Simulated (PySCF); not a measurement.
# As⁺: excitation energy

As⁺ [Ar] 3d10 4s2 4p2 (3P) → As⁺ [Ar] 3d10 4s1 4p3 (5S), as a difference of total energies. Computed with PySCF 2.14 in x2c-QZVPPall with one added diffuse shell each of s, p, d, f type (12s9p6d5f1g, 113 functions), with the spin-free X2C one-electron Hamiltonian (Gaussian nucleus). Correlated levels: valence: [Ar] 3d10 frozen; valence and next inner shell: [Ne] frozen. The calculations carry no spin-orbit coupling.

| method | excitation energy (cm⁻¹) | error (cm⁻¹) |
| --- | --- | --- |
| UHF | 39229 | -13822 |
| LDA | 60734 | +7683 |
| PBE | 58874 | +5823 |
| PBE0 | 55301 | +2250 |
| r2SCAN | 52286 | -765 |
| r2SCANh | 51740 | -1311 |
| CAM-B3LYP | 60206 | +7155 |
| PW91 | 58835 | +5784 |
| MP2 (valence) | 47526 | -5524 |
| SCS-MP2 (valence) | 51209 | -1841 |
| MP2 (valence and next inner shell) | 51758 | -1293 |
| SCS-MP2 (valence and next inner shell) | 54658 | +1608 |

Reference: 53051 cm⁻¹ (measured; NIST levels, between the centres of gravity of the two terms).

Errors of the correlated levels include the incompleteness of this basis and the frozen core.
